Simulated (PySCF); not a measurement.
Species: C₄H₂BClF₂.
Numbering: `[F:1][B:2]([F:3])[C:4]1=[CH:5][C:6]/1=[CH:7]\[Cl:8]` (hydrogens: H9 on C5; H10 on C7)

Computed with PySCF 2.14.0, PBE0-D3(BJ)/def2-SVP geometry optimisation, gas phase.

Problem. Give the optimised bond lengths and angles.

Solution. 
```
        bond  length (pm)   order
F1–B2, B2–F3        131.5  single
       B2–C4        154.3  single
       C4=C5        133.1  double
       C5–C6        142.0  single
       C6=C7        132.8  double
      C7–Cl8        173.6  single
       C4–C6        145.5  single
       C5–H9        108.9  single
      C7–H10        109.0  single
```

Bonds in one row agree within 1 pm and their mean is given. Orders are formal, as drawn. A selection of angles:
```
     angle  degrees
  F1–B2–F3    118.1
  F1–B2–C4    121.5
  F3–B2–C4    120.4
  B2–C4–C5    148.0
  B2–C4–C6    150.9
  C5–C4–C6     61.1
  C4–C5–C6     63.8
  C4–C5–H9    147.6
  C6–C5–H9    148.6
  C5–C6–C7    152.1
  C4–C6–C5     55.1
  C4–C6–C7    152.8
 C6–C7–Cl8    121.7
 C6–C7–H10    123.3
Cl8–C7–H10    115.0
```

Torsions: F1–B2–C4–C5 175° (antiperiplanar); B2–C4–C5–C6 -179° (antiperiplanar); C4–C5–C6–C7 180° (antiperiplanar); C5–C6–C7–Cl8 0° (synperiplanar); B2–C4–C6–C5 179° (antiperiplanar). The mirror-image conformer, all signs reversed, is as good.

The C–C distances run from 1.328 Å (C6=C7, drawn double) to 1.455 Å (C4–C6, drawn single), a spread of 0.127 Å. The 3-membered ring C4–C5–C6 has internal angles of 55.1° to 63.8°. B2 (three-coordinate boron) is planar (angles 121.5°, 120.4° and 118.1°, sum 360.0°, 0.00 Å off the plane of its three neighbours).

Point group: near Cs, missed by 0.14 Å at most; the miss may be what the optimiser left on a soft mode. Stationary, but not proved a minimum. One conformer, not necessarily the lowest.
